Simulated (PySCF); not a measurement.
Basis-set dependence of excited states

Germanium monosulfide, GeS.
Bonds: S1–Ge2 (triple).

TDDFT with PBE0 (PySCF), vertical singlets, core orbitals frozen in the response, spherical d and f functions. Isolated species at its PBE0-D3(BJ)/def2-SVP geometry, gas phase. Relativistic effects, spin–orbit coupling among them, are left out although an element past zinc is present.

How do the low singlets change with the basis? Take 6-31G*, def2-SVP, aug-cc-pVDZ, def2-SVPD, def2-TZVP, def2-TZVPD and aug-cc-pVTZ.

```json
{"basis": "6-31G*", "functions": "50", "diffuse": "no", "S1 (eV)": "3.82", "S2 (eV)": "4.10", "S3 (eV)": "4.10", "S4 (eV)": "4.26", "S5 (eV)": "4.26", "LUMO (eV)": "-2.40", "α (au)": "40.8"}
{"basis": "def2-SVP", "functions": "50", "diffuse": "no", "S1 (eV)": "3.87", "S2 (eV)": "4.16", "S3 (eV)": "4.16", "S4 (eV)": "4.31", "S5 (eV)": "4.31", "LUMO (eV)": "-2.27", "α (au)": "39.0"}
{"basis": "aug-cc-pVDZ", "functions": "63", "diffuse": "yes", "S1 (eV)": "3.83", "S2 (eV)": "4.09", "S3 (eV)": "4.09", "S4 (eV)": "4.26", "S5 (eV)": "4.26", "LUMO (eV)": "-2.44", "α (au)": "51.4"}
{"basis": "def2-SVPD", "functions": "65", "diffuse": "yes", "S1 (eV)": "3.86", "S2 (eV)": "4.12", "S3 (eV)": "4.12", "S4 (eV)": "4.31", "S5 (eV)": "4.31", "LUMO (eV)": "-2.45", "α (au)": "51.7"}
{"basis": "def2-TZVP", "functions": "85", "diffuse": "no", "S1 (eV)": "3.82", "S2 (eV)": "4.06", "S3 (eV)": "4.06", "S4 (eV)": "4.20", "S5 (eV)": "4.20", "LUMO (eV)": "-2.36", "α (au)": "45.4"}
{"basis": "def2-TZVPD", "functions": "100", "diffuse": "yes", "S1 (eV)": "3.82", "S2 (eV)": "4.06", "S3 (eV)": "4.06", "S4 (eV)": "4.21", "S5 (eV)": "4.21", "LUMO (eV)": "-2.42", "α (au)": "52.4"}
{"basis": "aug-cc-pVTZ", "functions": "109", "diffuse": "yes", "S1 (eV)": "3.82", "S2 (eV)": "4.05", "S3 (eV)": "4.05", "S4 (eV)": "4.20", "S5 (eV)": "4.20", "LUMO (eV)": "-2.44", "α (au)": "52.4"}
```

States are compared by their number. Against the largest diffuse basis here (aug-cc-pVTZ, itself not a converged limit), sets without diffuse functions differ by up to 0.05 eV in S1 and 0.11 eV in S5; the smaller diffuse sets differ by up to 0.04 and 0.11 eV. S1 is led by HOMO→LUMO/LUMO+1 (49%) in 6-31G* and by HOMO-2/HOMO-1→LUMO/LUMO+1 (≥94%) in aug-cc-pVTZ. S1 is led by HOMO-1→LUMO/LUMO+1 (≥48%) in def2-SVP and by HOMO-2/HOMO-1→LUMO/LUMO+1 (≥94%) in aug-cc-pVTZ. State by state, the largest deviation of a set without diffuse functions is S1 0.05, S2 0.10, S3 0.10, S4 0.11, S5 0.11 eV. The same number needn't mean the same state in each row. Against aug-cc-pVTZ the polarisability deviates by -22% in 6-31G*, -26% in def2-SVP, -2% in aug-cc-pVDZ, -1% in def2-SVPD, -13% in def2-TZVP, 0% in def2-TZVPD.
